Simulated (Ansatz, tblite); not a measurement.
Cost and result up the ladder for dimethylphenylsulfonium 2,4-difluorobenzenesulfonate, `C[S+](C)c1ccccc1.O=S(=O)([O-])c1ccc(F)cc1F` (35 atoms). Total charge 0; singlet. Geometry: PBE-D4/def2-SVP.

```xyz
35

C    -2.132    0.908   -1.540
S    -1.197    0.529   -0.030
C    -2.508   -0.067    1.071
C    -0.901    2.211    0.589
C     0.446    2.600    0.485
C     0.822    3.884    0.910
C    -0.140    4.757    1.441
C    -1.483    4.356    1.544
C    -1.873    3.079    1.115
H    -1.358    1.178   -2.282
H    -2.591   -0.051   -1.840
H    -2.861    1.718   -1.351
H    -2.679   -1.104    0.725
H    -2.095   -0.066    2.097
H    -3.429    0.543    1.011
H     1.179    1.891    0.067
H     1.873    4.199    0.828
H     0.157    5.762    1.778
H    -2.234    5.043    1.963
H    -2.927    2.772    1.195
O     0.551   -0.295   -2.039
S     0.020   -1.702   -1.925
O    -0.132   -2.443   -3.199
O    -1.222   -1.764   -1.034
C     1.280   -2.607   -0.982
C     1.831   -3.774   -1.534
C     2.806   -4.513   -0.850
C     3.225   -4.062    0.407
F     4.160   -4.756    1.083
C     2.700   -2.902    0.990
C     1.729   -2.188    0.280
F     1.232   -1.071    0.851
H     1.465   -4.079   -2.526
H     3.245   -5.427   -1.274
H     3.040   -2.560    1.976
```

Ansatz on 2 threads of AMD EPYC 7R13 on a shared host and a share (18 GiB) of an NVIDIA H100 80GB HBM3; xTB runs through tblite on one thread. Times are rough, summed over both states, and most runs start from the orbitals of an earlier one. CAM-B3LYP-D4/def2-TZVP serves as the yardstick here, not as an exact answer. The other state is a doublet.

The xTB rows come from tblite. Single mean-field runs in def2-TZVP are fitted with def2-universal-jkfit. In the singlet geometry the species has come apart into loosely held pieces. In the doublet geometry the species has come apart into loosely held pieces.

Run but left out: PBE-D4/def2-TZVP (charge +1 doublet: an occupied level 0.00 eV above an empty one).

Raw xTB energies of ions are shifted by several eV.

| level | functions | wall time | vertical IE (eV) | difference from CAM-B3LYP-D4/def2-TZVP (eV) |
| --- | --- | --- | --- | --- |
| GFN2-xTB | 108 | 0.15 s | 12.85 | 4.15 |
| GFN1-xTB | 122 | 0.2 s | 14.12 | 5.42 |
| PBE0-D4/def2-TZVP | 747 | 22 s | 8.40 | -0.30 |
| CAM-B3LYP-D4/def2-TZVP (with forces) | 747 | 28 s | 8.70 | 0.00 |
